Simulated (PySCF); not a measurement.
C₄H₈AlF, singlet, geometry from GFN2-xTB (such geometries of metal compounds can be far from the true shape), atoms displaced at random by about 0.03 Å a coordinate.

PySCF was given this input:
```python
from pyscf import gto, scf

mol = gto.Mole()
mol.atom = '''
    Al   -0.29780394    0.23989365    0.62878784
    F    -0.80812337    0.79394261    2.07748906
    C     1.61980084    0.64333947    0.18044414
    C     2.21939945    0.06666917   -1.15908565
    H     2.26912991    0.19021027    1.02694320
    H     1.80226576    1.73297384    0.24063258
    H     1.63429860    0.53912720   -1.96613467
    H     2.06122686   -1.02935901   -1.22806844
    H     3.26007278    0.35580745   -1.24871820
    C    -1.63952197   -0.73093663   -0.41645841
    C    -1.44478658   -1.24574207   -1.66620490
    H    -2.62757935   -0.86511733   -0.07068844
    H    -2.17557199   -1.75910107   -2.20884425
    H    -0.42333226   -1.25743780   -2.19176282
'''
mol.basis = 'sto-3g'
mol.verbose = 3
mol.build()

mf = scf.RHF(mol)
mf.kernel()
g = mf.nuc_grad_method()
grad = g.kernel()
```

Problem. What number of basis functions does HF/STO-3G, gradient in PySCF give?

Solution. 42

Problem. What is the computed nuclear repulsion energy (HF/STO-3G, gradient)?

Solution. 262.6072 Eh

Problem. Predict the HOMO-LUMO gap from HF/STO-3G, gradient.

Solution. 15.55 eV

Problem. What total energy does HF/STO-3G, gradient give?

Solution. -491.3459 Eh

Problem. What HOMO energy does HF/STO-3G, gradient give?

Solution. -8.02 eV

Problem. Estimate the Mulliken (on the basis functions themselves) charges in atom order that HF/STO-3G, gradient returns for this input.

Solution. Al1 1.04, F2 -0.39, C3 -0.30, C4 -0.17, H5 0.00, H6 0.02, H7 0.04, H8 0.04, H9 0.05, C10 -0.32, C11 -0.14, H12 0.04, H13 0.05, H14 0.03
